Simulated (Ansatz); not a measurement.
Input for Ansatz (a program for electronic structure): U-CCSD(T)/def2-TZVPPD on FHMg (SMILES [F][MgH]), a point of a bond scan (R = 2.018 Å). Files ending in .json are basis or fitting sets from the Basis Set Exchange.

Ansatz 0.2 input:
```yaml
crystal:
  periodic: [false, false, false]
  atoms:
    - {symbol: Mg, position_ang: [-0.00000000, -0.00000000, -0.64398300]}
    - {symbol: H, position_ang: [0.00000000, 0.00000000, -2.66182694]}
    - {symbol: F, position_ang: [0.00000000, 0.00000000, 1.11703507]}
basis:
  gaussian:
    orbitals: def2-TZVPPD.json
correlation: {method: ccsd_t, electrons: outside_noble_gas}
scf: {omitted_lower_state_checks: [cluster_reference]}
magnetization: {spin_polarized: true, initial_magnetization: 0}
```

Program output:

```
WARN ansatz: RAYON_NUM_THREADS=1 ignored (pool sized by the plan → 1); use --threads N
Functional definition: HF
these checks for a lower state are left out or cut short: cluster_reference
integrals: 0.13 GiB planned
649 factors; integrals over basis functions are off by at most 1.5e-3 eV
mean field: 0.18 GiB planned
mean field evaluation 1: about -8153.0525 eV, gradient 2.5e1 eV
mean field evaluation 2: about -8153.0529 eV, gradient 2.5e1 eV
mean field evaluation 4: about -8155.4582 eV, gradient 1.1e0 eV
mean field evaluation 8: about -8155.4795 eV, gradient 1.3e-3 eV
mean field evaluation 16: about -8155.1367 eV, gradient 2.2e0 eV
mean field -8155.47950440 eV, -299.7083438040 hartree, gradient 2.9e-6 eV, S^2 0.000000; 2 other end points of the search recorded, 0 dependent functions left out
6 core orbitals not correlated
reference -8155.47950440 eV, -299.7083438040 hartree; 5, 5 occupied and 81, 81 virtual orbitals, 649 factors
second order -8.32082370 eV of doubles, -0.00000000 eV of singles
coupled cluster: 0.37 GiB planned
cycle   1  -8.24006003 eV  change    8.1e-2 eV  update   7.8e-2
cycle   2  -8.44895452 eV  change   -2.1e-1 eV  update   2.8e-2
cycle   3  -8.52480931 eV  change   -7.6e-2 eV  update   1.5e-2
cycle   4  -8.51930666 eV  change    5.5e-3 eV  update   4.1e-3
cycle   5  -8.51735294 eV  change    2.0e-3 eV  update   1.9e-3
cycle   6  -8.51853894 eV  change   -1.2e-3 eV  update   6.5e-4
cycle   7  -8.51864783 eV  change   -1.1e-4 eV  update   2.0e-4
cycle   8  -8.51858651 eV  change    6.1e-5 eV  update   7.2e-5
cycle   9  -8.51858377 eV  change    2.7e-6 eV  update   2.7e-5
cycle  10  -8.51859602 eV  change   -1.2e-5 eV  update   9.0e-6
perturbative correction -0.22122269 eV, -0.0081297840 hartree
Total energy: -8164.21932311 eV, -300.0295262176 hartree
Checks for a lower state left out: cluster_reference
```

The calculation finished and met its thresholds.

Cost: around 4 core-seconds (rough).
